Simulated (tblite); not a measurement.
Species: C5H13NO3Si.
Atom-mapped SMILES: `[CH3:1][O:2][SiH2:3][O:4][CH2:5][C:6](=[O:7])[N:8]([CH3:9])[CH3:10]` (hydrogens: H11, H12, H13 on C1; H14, H15 on Si3; H16, H17 on C5; H18, H19, H20 on C9; H21, H22, H23 on C10)

Geometry (GFN2-xTB, Å), atoms numbered from 1 in this order:
```xyz
23
C5H13NO3Si angstrom
C      4.407   -0.103   -0.380
O      3.405    0.252   -1.279
Si     1.880    0.722   -0.951
O      1.337   -0.509   -0.008
C      0.070   -0.716    0.479
C     -0.913    0.316   -0.046
O     -0.522    1.231   -0.750
N     -2.203    0.166    0.305
C     -2.688   -0.926    1.114
C     -3.193    1.085   -0.216
H      4.040   -0.832    0.347
H      4.770    0.776    0.160
H      5.233   -0.541   -0.943
H      1.428    0.732   -2.328
H      1.909    1.969   -0.188
H     -0.266   -1.721    0.186
H      0.088   -0.664    1.578
H     -2.680   -1.869    0.561
H     -2.087   -1.048    2.015
H     -3.712   -0.708    1.412
H     -3.939    0.546   -0.803
H     -3.687    1.613    0.601
H     -2.683    1.804   -0.854
```

All values are computed: GFN2-xTB (tblite) harmonic vibrations without scaling, gas phase. Against measured fundamentals such values can be off by several per cent, at times by over 20. Modes of hydrogen on silicon can be 10 to 20 % off. One conformer, not necessarily the lowest.

Harmonic wavenumbers (cm⁻¹): 40.5, 56.6, 68.8, 88.7, 103.2, 115.0, 132.5, 144.9, 155.0, 214.7, 227.6, 244.9, 301.1, 369.5, 408.7, 500.8, 521.8, 571.5, 632.6, 721.7, 733.3, 765.5, 777.2, 839.7, 856.6, 953.3, 979.6, 1050.0, 1089.6, 1110.2, 1126.5, 1133.7, 1143.7, 1156.8, 1198.8, 1217.5, 1275.6, 1297.8, 1389.1, 1401.1, 1409.8, 1430.2, 1446.8, 1461.9, 1473.6, 1481.8, 1483.6, 1487.2, 1493.5, 1710.9, 2249.4, 2372.6, 2838.1, 2874.7, 2924.6, 2949.5, 2954.0, 2970.3, 2974.9, 2988.9, 3002.8, 3038.3, 3045.8.

A = 3451, B = 507.7, C = 453.1 MHz; mass 163.066 u (most abundant isotopes); point group C1, symmetry number 1.

Task: What is the zero-point energy?

Result: ½Σν̃ = 39589 cm⁻¹ = 113.19 kcal/mol.

Task: Entropy at 298.15 K, 1 bar (ideal gas, RRHO, classical rotation)?

Result: Translation 41.20, rotation 30.38, vibration 46.06: S = 117.6 cal/(mol K).

Task: And Cp and H(298.15 K) − H(0)?

Result: Cp = 48.54 cal/(mol K), of which vibrations give 40.59 (their classical limit is 63 R = 125.2); H(298.15 K) − H(0) = 9.19 kcal/mol without the zero-point energy, 6.82 from vibrations.

Task: How do the functions run with temperature in this model?

Result: 
| T (K) | S (cal/(mol K)) | Cp (cal/(mol K)) | H − H(0) (kcal/mol) | G − H(0) (kcal/mol) | ln q(vib) |
| --- | --- | --- | --- | --- | --- |
| 100 | 78.6 | 26.6 | 1.73 | -6.13 | 3.21 |
| 200 | 100.6 | 37.8 | 4.96 | -15.15 | 7.70 |
| 300 | 117.9 | 48.8 | 9.28 | -26.10 | 11.74 |
| 500 | 147.9 | 69.7 | 21.20 | -52.76 | 19.01 |
| 800 | 185.8 | 91.2 | 45.60 | -103.01 | 28.82 |
| 1000 | 207.2 | 100.7 | 64.84 | -142.35 | 34.77 |

q(vib) and H(0) count from the zero-point level.

Task: Blend soft modes into free rotors: weight 1/[1 + (100 cm⁻¹/ν̃)⁴] for the oscillator and the rest for a rotor with moment μB/(μ + B), μ = h/(8π²ν), B = 10⁻⁴⁴ kg m². What vibrational entropy results?

Result: 41.78 cal/(mol K) in place of 46.06, which changes −T·S at 298.15 K by +1.28 kcal/mol.

Task: What must be added to the electronic energy to get the Gibbs energy at 298.15 K and 1 bar?

Result: ZPE + [H(298.15 K) − H(0)] − T·S = 113.19 + 9.19 − 35.08 = 87.30 kcal/mol.

Hindered rotation and anharmonicity are outside this model. Other conformers, if any are populated, would add a mixing term that is left out. The structure is chiral; the term R ln 2 for an equal mix with its mirror image is left out.

On one thread, Arm Neoverse V1 (aarch64), no GPU (shared host), this took 1.1 s. The figure is for the frequency step alone.
